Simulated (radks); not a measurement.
Results of a calculation; reference values are marked as such.
Polarisability of the oxygen ion O4+, [He] 2s2, at imaginary frequency. Level of theory: non-relativistic Kohn-Sham, exchange-only LDA, spin-polarised, spherical densities, point nucleus (a radial shooting solver on a logarithmic mesh with Libxc functionals). Response by self-consistent Sternheimer equations with the Hartree and adiabatic exchange-only LDA kernel.

| w (hartree) | alpha1(iw) (bohr^3) | alpha2(iw) (bohr^5) |
|---|---|---|
| 0.00266 | 1.189 | 0.5286 |
| 0.0143 | 1.189 | 0.5286 |
| 0.0360 | 1.186 | 0.5285 |
| 0.0697 | 1.178 | 0.5283 |
| 0.118 | 1.157 | 0.5276 |
| 0.186 | 1.112 | 0.5261 |
| 0.280 | 1.027 | 0.5230 |
| 0.413 | 0.8888 | 0.5166 |
| 0.605 | 0.6987 | 0.5035 |
| 0.892 | 0.4884 | 0.4770 |
| 1.35 | 0.3042 | 0.4245 |
| 2.12 | 0.1710 | 0.3296 |
| 3.59 | 0.08402 | 0.1946 |
| 6.94 | 0.03193 | 0.07214 |
| 17.5 | 0.007548 | 0.01305 |

Static values: alpha1 = 1.190 bohr^3 (0.1763 angstrom^3; uncoupled 2.260), alpha2 = 0.5286 bohr^5, alpha3 = 0.7720 bohr^7. C6 = 0.8081, C8 = 2.936, triple-dipole C9 = 0.6904 atomic units. One-pole (London) frequency 4 C6 / (3 alpha1^2) = 0.762 hartree, against 3.691 for minus the highest occupied eigenvalue. The dipole shielding factor is 0.500, as the force sum rule N/Z = 0.500 demands.
